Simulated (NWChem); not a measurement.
A series in which one site is exchanged, each optimised at PBE0/def2-SVP with NWChem, gas phase unless a solvent is named. All stand in one matching conformer (torsions within 35°), which need not be the lowest. For some, no frequency run checked for a minimum. def2 effective core potentials on La; no spin-orbit coupling.

A: [NH2][Al]([F])[F] (AlNH2F2; site = Al)
B: [F][Ga]([NH2])[F] (GaNH2F2; site = Ga)
C: [NH2][La]([F])[F] (LaNH2F2; site = La)
D: FB(F)N (BNH$_{2}$F$_{2}$; site = B)

```tsv
quantity	A	B	C	D
orbital gap (eV), PBE0/def2-SVP	(withheld)	7.12	5.00	10.01
static polarisability, B3LYP/def2-SVPD (bohr³)	(withheld)	34.0	51.2	24.2
lowest singlet excitation, B3LYP/def2-SVPD, TDA (eV)	(withheld)	5.30	3.63	7.23
```

Task: Complete the blanks.

Result: 
- orbital gap (eV), PBE0/def2-SVP, A: 7.36
- static polarisability, B3LYP/def2-SVPD (bohr³), A: 31.0
- lowest singlet excitation, B3LYP/def2-SVPD, TDA (eV), A: 5.59
